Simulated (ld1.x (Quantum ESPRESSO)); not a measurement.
**B (Z = 5): variants of one TM potential**

Base potential:

boron (B), norm-conserving Troullier–Martins (Kleinman–Bylander form), made with ld1.x (Quantum ESPRESSO) 7.5 (PBEsol, non-relativistic). Core [He], reference 2s2 2p1. Waves: 2p (bound): rc 3.80 bohr; 2s (bound): rc 1.55 bohr. Local part: the s channel. Core correction: none.

All-electron outer shells of the reference configuration (PBEsol, non-relativistic, ld1.x):

```json
{"shell": "2s", "level (eV)": "-9.36", "outermost node (bohr)": "0.46", "outermost maximum (bohr)": "1.52"}
{"shell": "2p", "level (eV)": "-3.56", "outermost node (bohr)": "–", "outermost maximum (bohr)": "1.59"}
```

Cutoffs, loose and tight: the cutoffs (Ry, on a coarse ladder) from which the occupation-weighted sum of valence levels, in a spherical-Bessel basis at the reference potential, stays within 10 and 1 mRy of its value at 400 Ry. They do not see the model core or the augmentation charge, which bear on the density cutoff. Test errors are all-electron minus pseudo excitation energies from the reference, over the configurations 2s2 2p0; 2s1 2p0; 2s2 2p0.5; 2s1 2p2; 2s2 2p1.3; 2s1 2p1; 2s0 2p3. A dash means not determined; rows that change the core or the reference have their own tests.

| change | outcome | cutoff, loose | cutoff, tight | bound ghosts | largest test error (meV) |
| --- | --- | --- | --- | --- | --- |
| base | generated | 18 Ry | 50 Ry | none | +543 |
| wave 2p (bound): rc 3.80 bohr becomes 2p (bound): rc 2.74 bohr | generated | 18 Ry | 50 Ry | none | +202 |
| wave 2p (bound): rc 3.80 bohr becomes 2p (bound): rc 3.28 bohr | generated | 18 Ry | 50 Ry | none | +342 |
| wave 2p (bound): rc 3.80 bohr becomes 2p (bound): rc 3.76 bohr | generated | 18 Ry | 50 Ry | none | +503 |
| wave 2p (bound): rc 3.80 bohr becomes 2p (bound): rc 4.52 bohr | generated | 18 Ry | 50 Ry | none | +899 |
| wave 2p (bound): rc 3.80 bohr becomes 2p (bound): rc 5.56 bohr | generated | 18 Ry | 50 Ry | none | +1486 |

Problem. What comes out with this change to the base: wave 2p (bound): rc 3.80 bohr becomes 2p (bound): rc 5.02 bohr?

Solution. outcome: generated; cutoff, loose: 18 Ry; cutoff, tight: 50 Ry; bound ghosts: none; largest test error (meV): +1167.

Reading the sweep of the p radius (base included, trends over the rows without a ghost): The loose cutoff stays near 18 Ry. The median size of the test errors (rows with all tests solved) rises from 25.0 meV at 2.74 to 185.1 meV at 5.56 bohr. More of the atom is replaced by a form fitted at one configuration, so other configurations suffer as the radius grows.
